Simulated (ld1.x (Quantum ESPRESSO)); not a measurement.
Values are calculated unless marked as measured or tabulated.
# Hardness and transferability of assorted potentials

Generated with ld1.x 7.5 (TM, RRKJ, ultrasoft, PAW), atompaw 4.2 or ONCVPSP 4.0.1. The cutoff is in Ry: for ld1.x and atompaw files where the sum of valence levels is converged to 10 mRy in a Bessel basis, for ONCV files where the hardest occupied wave has 1 mHa per electron of residual kinetic energy. The error is the largest all-electron minus pseudo excitation energy over each file’s own four to seven test configurations (ionisations up to +4, promotions, holes and added fractions of an electron), all of which were solved. The labels leave out finer settings (local radius, basis sizes, second energies), which also bear on the numbers. Spin-polarised tests are not counted. The rows are a selection from randomly drawn settings: files with unsolved tests, undetermined cutoffs or missed reference levels are left out.

A true bound ghost makes a file unfit for plane-wave use even where its test errors are small: the radial tests pick states by their node count and pass the ghost by.

```csv
element,potential,cutoff (Ry),largest error (meV),bound ghosts
B,"PAW, PBE, scalar-relativistic, rc 1.60/4.00 (sp), local smoothed, core correction yes, reference 2s2 2p0.5",6,-3.8,none
F,"RRKJ, PBE, scalar-relativistic, rc 0.60/1.05 (sp), local s, core correction yes, reference 2s2 2p5",180,+909,none
Ni,"PAW, PBEsol, scalar-relativistic, rc 2.00/1.25/1.50 (spd), local smoothed, core correction yes, reference 3p6 3d8 4s1.5 4p0",70,-21,none
Tm,"RRKJ, PBEsol, scalar-relativistic, rc 2.20/3.30/2.95 (spd), local s, core correction no, reference 5d1 6s0.5 6p0",15,+405,none
Hf,"PAW, PBE, scalar-relativistic, rc 2.80/3.30/2.55 (spd), local smoothed, core correction yes, reference 5d2 6s2 6p0",12,-331,none
```

**Question.** Fill in the row for Ga: TM, BLYP, scalar-relativistic, rc 1.65/2.30 (sp), local p, core correction yes, reference 4s2 4p1.

**Answer.** cutoff 15 Ry, largest error -182 meV, bound ghosts: s.
